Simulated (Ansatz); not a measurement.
## Molecular dynamics of C$_{2}$H$_{8}$AlNO$_{2}$

input.yaml

```yaml
crystal:
  periodic: [false, false, false]
  atoms:
    - { symbol: C, position_ang: [-0.334372, -2.423555, 0.055595] }
    - { symbol: O, position_ang: [-0.554972, -1.029579, -0.482166] }
    - { symbol: C, position_ang: [0.621815, -0.197009, -0.043835] }
    - { symbol: O, position_ang: [0.798079, -0.231186, 1.422342] }
    - { symbol: Al, position_ang: [0.249419, 1.569542, -0.834036] }
    - { symbol: "N", position_ang: [-0.949617, 2.485142, -0.039664] }
    - { symbol: H, position_ang: [-1.006356, -3.117029, -0.57458] }
    - { symbol: H, position_ang: [0.74514, -2.771825, -0.08885] }
    - { symbol: H, position_ang: [-0.414033, -2.595222, 1.177995] }
    - { symbol: H, position_ang: [1.545983, -0.669939, -0.486417] }
    - { symbol: H, position_ang: [-0.191719, -0.317911, 1.762249] }
    - { symbol: H, position_ang: [0.871472, 2.355533, -1.956171] }
    - { symbol: H, position_ang: [-1.110458, 3.489388, -0.34572] }
    - { symbol: H, position_ang: [-1.59078, 2.231662, 0.819569] }
basis:
  gaussian: { orbitals: STO-3G }
hamiltonian:
  xc: pbe0
md:
  timestep: 2.0
  n_steps: 40
  ensemble: nve
  temperature: 500.0
  initial_velocities: maxwell_boltzmann
  seed: 831054
```

Run as:

```bash
$ ansatz run input.yaml --threads 1 --pin off --max-ram 2048MiB --backend cpu --events-out ev --progress --plain --runs-dir out
```

It goes on from the last frame of an earlier run, with new velocities.

Output, in part (one step line in 2, the closing report, with atoms numbered from 0):

```
md step     0: t =     0.00 fs  T =   500.0 K  F+E_penalty+E_count = -14192.35224013 eV  E_kin = 0.775560 eV  conserved = -14191.57668014 eV  (22 SCF iters)
md step     2: t =     4.00 fs  T =   470.2 K  F+E_penalty+E_count = -14192.30969363 eV  E_kin = 0.729318 eV  conserved = -14191.58037580 eV  (26 SCF iters)
md step     4: t =     8.00 fs  T =   331.3 K  F+E_penalty+E_count = -14192.06866840 eV  E_kin = 0.513932 eV  conserved = -14191.55473675 eV  (26 SCF iters)
md step     6: t =    12.00 fs  T =   407.6 K  F+E_penalty+E_count = -14192.19718448 eV  E_kin = 0.632304 eV  conserved = -14191.56488053 eV  (25 SCF iters)
md step     8: t =    16.00 fs  T =   507.1 K  F+E_penalty+E_count = -14192.25022804 eV  E_kin = 0.786626 eV  conserved = -14191.46360217 eV  (26 SCF iters)
md step    10: t =    20.00 fs  T =   433.4 K  F+E_penalty+E_count = -14192.21498984 eV  E_kin = 0.672200 eV  conserved = -14191.54279001 eV  (26 SCF iters)
md step    12: t =    24.00 fs  T =   451.3 K  F+E_penalty+E_count = -14192.04035621 eV  E_kin = 0.699965 eV  conserved = -14191.34039161 eV  (26 SCF iters)
md step    14: t =    28.00 fs  T =   445.1 K  F+E_penalty+E_count = -14192.17740387 eV  E_kin = 0.690469 eV  conserved = -14191.48693523 eV  (26 SCF iters)
md step    16: t =    32.00 fs  T =   751.4 K  F+E_penalty+E_count = -14191.96701315 eV  E_kin = 1.165533 eV  conserved = -14190.80148044 eV  (26 SCF iters)
md step    18: t =    36.00 fs  T =  1028.0 K  F+E_penalty+E_count = -14192.53743841 eV  E_kin = 1.594588 eV  conserved = -14190.94285088 eV  (26 SCF iters)
md step    20: t =    40.00 fs  T =  2756.8 K  F+E_penalty+E_count = -14189.78071922 eV  E_kin = 4.276110 eV  conserved = -14185.50460873 eV  (26 SCF iters)
md step    22: t =    44.00 fs  T =   448.0 K  F+E_penalty+E_count = -14186.31145928 eV  E_kin = 0.694929 eV  conserved = -14185.61653075 eV  (30 SCF iters)
md step    24: t =    48.00 fs  T =  2083.5 K  F+E_penalty+E_count = -14188.66209594 eV  E_kin = 3.231734 eV  conserved = -14185.43036206 eV  (27 SCF iters)
md step    26: t =    52.00 fs  T = 136146.6 K  F+E_penalty+E_count = -14158.75212134 eV  E_kin = 211.179731 eV  conserved = -13947.57239018 eV  (30 SCF iters)
md step    28: t =    56.00 fs  T = 613557.5 K  F+E_penalty+E_count = -14180.63252575 eV  E_kin = 951.701269 eV  conserved = -13228.93125630 eV  (70 SCF iters)
md step    30: t =    60.00 fs  T = 610535.1 K  F+E_penalty+E_count = -14175.11067638 eV  E_kin = 947.013250 eV  conserved = -13228.09742668 eV  (54 SCF iters)
md step    32: t =    64.00 fs  T = 610738.9 K  F+E_penalty+E_count = -14176.47721747 eV  E_kin = 947.329291 eV  conserved = -13229.14792668 eV  (57 SCF iters)
md step    34: t =    68.00 fs  T = 608716.5 K  F+E_penalty+E_count = -14172.81872376 eV  E_kin = 944.192341 eV  conserved = -13228.62638227 eV  (61 SCF iters)
md step    36: t =    72.00 fs  T = 604375.8 K  F+E_penalty+E_count = -14165.85381457 eV  E_kin = 937.459324 eV  conserved = -13228.39449038 eV  (185 SCF iters)
md step    38: t =    76.00 fs  T = 603376.7 K  F+E_penalty+E_count = -14164.35446768 eV  E_kin = 935.909593 eV  conserved = -13228.44487457 eV  (346 SCF iters)
md step    40: t =    80.00 fs  T = 604665.7 K  F+E_penalty+E_count = -14166.40714792 eV  E_kin = 937.909111 eV  conserved = -13228.49803701 eV  (732 SCF iters)
Total energy: -14166.40717508 eV, -520.6058613487 hartree
Atom 0 at    -0.104818    -2.478633    -0.297939 Å, force    -1.527330    -1.669886     0.087785 eV/Å
Atom 1 at    -0.500646    -1.114387    -0.341389 Å, force    -0.008021     0.748546    -1.385763 eV/Å
Atom 2 at     0.751232    -0.470158     0.091400 Å, force    -0.957550     1.062708     2.880901 eV/Å
Atom 3 at     0.638221    -0.575678     1.460697 Å, force     2.323654     1.243459    -1.404730 eV/Å
Atom 4 at     0.207495     1.229505    -0.898527 Å, force    -4.406136    -0.300773     3.296031 eV/Å
Atom 5 at    -0.343901    -3.402739     4.082715 Å, force     0.005506     0.013955    -0.019379 eV/Å
Atom 6 at    -1.029677    -3.051456    -0.454229 Å, force    -0.016672    -0.586737     0.637223 eV/Å
Atom 7 at     0.498135    -2.705552    -1.122282 Å, force     1.673200    -0.622489    -2.705377 eV/Å
Atom 8 at     0.546688    -2.829874     0.528356 Å, force    -1.011460     0.354806     0.776532 eV/Å
Atom 9 at     1.661430    -0.812178    -0.485282 Å, force     0.041488    -0.190980     0.535014 eV/Å
Atom 10 at    -2.595274     1.455526     2.422949 Å, force     0.370690    -0.049307    -0.553955 eV/Å
Atom 11 at     0.710376     1.813211    -2.182240 Å, force     0.223501    -0.020423    -0.118846 eV/Å
Atom 12 at    -9.428854   104.914571   -54.330082 Å, force     0.000014    -0.000106     0.000059 eV/Å
Atom 13 at    -1.410689     1.464228     0.131243 Å, force     3.289118     0.017228    -2.025494 eV/Å
Dipole moment:     1.127169    -5.858460     2.324863 e Å
```

The run went to its last step. The conserved energy changed by up to 69000 meV per atom, so the integration failed: the time step of 2 fs is too long for the fastest motions that this run met, and the later frames carry no physical meaning.

Parted: O4–H11 1.05 → 3.94 Å, Al5–N6 1.70 → 6.82 Å, N6–H13 1.06 → 123.40 Å, N6–H14 1.10 → 6.36 Å. It ends as C2H5AlO2 + H + H + H + N by the count below, though a long contact still joins these pieces: Al5–H14, 1.93 Å. Pairs count as bonded within 1.25 times the sum of covalent radii (0.12 Å more for H–H).

Last frame:

```xyz
14
Properties=species:S:1:pos:R:3
C -0.105 -2.479 -0.298
O -0.501 -1.114 -0.341
C 0.751 -0.470 0.091
O 0.638 -0.576 1.461
Al 0.207 1.230 -0.898
N -0.344 -3.403 4.083
H -1.030 -3.051 -0.454
H 0.498 -2.706 -1.122
H 0.547 -2.830 0.528
H 1.661 -0.812 -0.485
H -2.595 1.456 2.423
H 0.710 1.813 -2.182
H -9.429 104.915 -54.330
H -1.411 1.464 0.131
```

Time of the run: 3.2 min on 1 thread of Arm Neoverse V2, with other jobs on the host, peak memory 0.12 GiB.
